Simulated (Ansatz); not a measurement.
Energy landscape of H2Ge, singlet: symmetric bend, bond length relaxed. Scanned: H-Ge-H angle. Other coordinates (Ge-H bond length) were minimised at B3LYP/def2-TZVP.

The free coordinates were minimised at B3LYP/def2-TZVP in PySCF; the energy column is CCSD(T) on RHF/aug-cc-pVQZ, cores with 3d frozen in Ansatz (a first-principles code), in kcal/mol.

| a / ° | Ge-H bond length / Å | E |
|---|---|---|
| 157 | 1.588 | 49.4 |
| 147 | 1.605 | 37.0 |
| 137 | 1.605 | 25.6 |
| 127 | 1.602 | 15.9 |
| 117 | 1.598 | 8.3 |
| 107 | 1.597 | 2.9 |
| 97 | 1.597 | 0.1 |
| 87 | 1.601 | 0.0 |
| 77 | 1.607 | 2.8 |
| 67 | 1.617 | 8.6 |
| 60 | 1.627 | 14.4 |

The scan ran from 180.0 to 60.0; beyond the range shown the relaxed coordinates jump or full CI changes its symmetry label.
